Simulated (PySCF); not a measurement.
**Radial density of B (boron, neutral)**

M06-L, [He] 2s1 2p1 3s1, high-spin 4P determinant (an excited configuration). Calculation: PySCF 2.14, in aug-cc-pVTZ; no relativity, point nucleus.

```csv
r (bohr),4πr²ρ (e/bohr),4πr²(ρα − ρβ)
0.00612,0.03135,0.0008
0.0103,0.08545,0.0022
0.0173,0.2247,0.0059
0.0291,0.5661,0.0147
0.0490,1.314,0.0340
0.0824,2.680,0.0683
0.139,4.384,0.1065
0.233,5.020,0.1079
0.392,3.248,0.0841
0.660,1.133,0.3431
1.11,1.059,1.0184
1.87,0.9470,0.9469
3.14,0.2556,0.2556
5.28,0.2414,0.2414
8.88,0.05305,0.0530
14.9,3.418e-05,0.0000
```

The outer electron is Rydberg-like, and this basis confines it to a smaller radius and binds it less than a complete one would.
